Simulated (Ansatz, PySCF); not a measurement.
Reaction (SMILES): [I][Sn][I] -> [Sn][I] + I atom (the I-Sn bond at the site shown breaks; other sites are not compared here)
Each molecule is optimised on its own at B3LYP-D3(BJ)/def2-TZVP (Ansatz, a first-principles code). Frequencies are from Ansatz or PySCF. A spin state is the lowest found, not a proven ground state.

Property: bond dissociation energy (enthalpy at 298 K, with B3LYP-D3(BJ) rigid-rotor harmonic-oscillator terms), in kJ/mol. Correlated levels leave the core frozen unless marked. Open shells are spin-unrestricted. No spin-orbit coupling. Frozen are the shells of the preceding noble gas and the d and f shells that filled before the atom's block. In def2 rows, elements after Kr have scalar-relativistic effective core potentials. CBS marks a two-point X^-3 extrapolation of the correlation energy; Hartree-Fock from the larger set.

| level | program | bond dissociation energy (kJ/mol) | minus last row |
|---|---|---|---|
| HF/def2-SVPD | Ansatz | 181.6 | -118.2 |
| r2SCAN-D3(BJ)/def2-TZVPD | Ansatz + dftd3 | 303.0 | 3.2 |
| r2SCAN0-D4/def2-TZVPD | Ansatz + dftd4 | 290.6 | -9.2 |
| LC-wPBE-D4/def2-TZVPD | Ansatz + dftd4 | 278.9 | -20.9 |
| wB97X-V/def2-TZVPD | Ansatz | 292.4 | -7.4 |
| B2PLYP-D4/def2-TZVPD | Ansatz + dftd4 | 291.7 | -8.1 |
| CCSD(T)/CBS(def2-TZVPP,def2-QZVPP) | Ansatz | 299.8 | 0.0 |
